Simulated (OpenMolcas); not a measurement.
Ru2+: moving or changing the point charges

Ru2+ among 6 point charges of -1.7 e arranged as an octahedron (Oh), 2.38 Å from the ion.
```
   2.3800    0.0000    0.0000  -1.70
   0.0000    2.3800    0.0000  -1.70
  -2.3800    0.0000    0.0000  -1.70
   0.0000   -2.3800    0.0000  -1.70
   0.0000    0.0000    2.3800  -1.70
   0.0000    0.0000   -2.3800  -1.70
```

| Property | Result |
| --- | --- |
| Program | OpenMolcas |
| Method | CASSCF |
| Basis | ANO-RCC-VDZP [6s5p3d1f] |
| Scalar Hamiltonian | DKH2, point nucleus |
| Active space | 6 electrons in 5 orbitals (4d) |
| State averaging | 2S+1 = 5 even, 5 roots; 2S+1 = 3 even, 45 roots; 2S+1 = 1 even, 50 roots |
| Spin-orbit coupling | state interaction with AMFI integrals over the reference wave functions |

Runs around this geometry, states (labels of O, the rotations of Oh). Energies in cm-1 above the lowest state or level, χT in cm3 K/mol; under a threefold ground state the first gap can be a small split of the lowest multiplet, not the spin-orbit step.

| R (Å) | q (e) | Ground state | First state of that spin | First gap with spin-orbit (degeneracies) | χT at 300 K | First state of another spin |
| --- | --- | --- | --- | --- | --- | --- |
| 2.17 | -1.1 | 5T2 | 5E 5807 | 383.6 (3, 2) | 4.450 | 3T1 13654 |
| 1.96 | -1.7 | 5T2 | 5E 13863 | 334.0 (3, 2) | 4.236 | 1A1 5173 |
| 2.38 | -1.7 | 5T2 | 5E 5999 | 384.3 (3, 2) | 4.440 | 3T1 13597 |

Taking the first state of the same spin as R^-n, n = -ln(5999 / 13863) / ln(2.38 / 1.96) = 4.3 between the shortest and longest distance.

An orbital triplet at a regular site is open to Jahn-Teller coupling, which can distort the site and quench the lowest spin-orbit gaps and is left out. Without dynamic correlation the repulsion within the d shell is too large (B by tens of per cent), so at a given field states of lower spin stand too high. Point charges give a weaker field than real ligands, and real ions of this kind are as a rule low spin; the high spin found here belongs to the model. This shell can be high or low spin here, a state of another spin lies low, and with metal d orbitals alone active their balance is uncertain, so the ground spin may be wrong (holds for R = 1.96, q = -1.7). Point charges carry no covalency, so the field is a model and not that of real ligands. A group larger than the point group allows holds several states that coincide in this model. No measured value stands beside these numbers.
